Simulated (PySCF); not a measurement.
Species: C6H7F2N.
Structure used (PBE0-D3(BJ)/def2-SVP), in Å, numbered top down from 1:
```
atom  x, y, z in Å
N1    -2.3084    2.7158   -0.0465
C2    -1.5371    1.9289    0.3034
C3    -0.5583    0.9192    0.7262
F4    -0.3973    1.0378    2.0954
C5    -0.9821   -0.5174    0.4208
C6     0.3458   -1.2617    0.5030
C7     1.2909   -0.3450   -0.2576
F8     1.1236   -0.5664   -1.6123
C9     0.8219    1.0772    0.0620
H10   -1.3872   -0.5685   -0.6010
H11   -1.7555   -0.8534    1.1247
H12    0.3252   -2.2693    0.0662
H13    0.6707   -1.3407    1.5514
H14    2.3539   -0.5137   -0.0253
H15    0.7734    1.6577   -0.8691
H16    1.4802    1.6057    0.7649
```

The closed-shell ground state was solved at several levels (PySCF, density fitting, gas phase, non-relativistic).

| level | basis functions | total energy (Eh) | HOMO (eV) | LUMO (eV) | gap (eV) | dipole (D) |
| --- | --- | --- | --- | --- | --- | --- |
| B3LYP/pcJ-1 | 313 | -487.2815 | -9.19 | -0.27 | 8.92 | 3.84 |
| PBE0/pcSseg-1 | 188 | -486.6916 | -9.45 | -0.03 | 9.42 | 3.85 |
| CAM-B3LYP/def2-SVPD | 242 | -486.7376 | -10.94 | 0.89 | 11.83 | 3.91 |

(1) What might HF/pcSseg-1 (188 basis functions) give for the same quantities?

(2) Over all these levels, which gives the widest orbital gap and which the narrowest?

(3) How far do the dipole and the HOMO energy spread over the levels?

Answers

(1) Total energy -484.5244 Eh, HOMO -12.69 eV, LUMO 3.90 eV, gap 16.59 eV, dipole 4.09 D.

(2) HF/pcSseg-1 (Hartree–Fock, all exact exchange) has the widest, 16.59 eV, and B3LYP/pcJ-1 (global hybrid, 20 % exact exchange) the narrowest, 8.92 eV. Functional and basis both differ between the two, so the spread mixes both effects. The HOMO need not be the same orbital at Hartree–Fock and at DFT levels.

(3) The dipole runs from 3.84 to 4.09 D (mean 3.92 D) and the HOMO from -12.69 to -9.19 eV.

One conformer stands for the species.
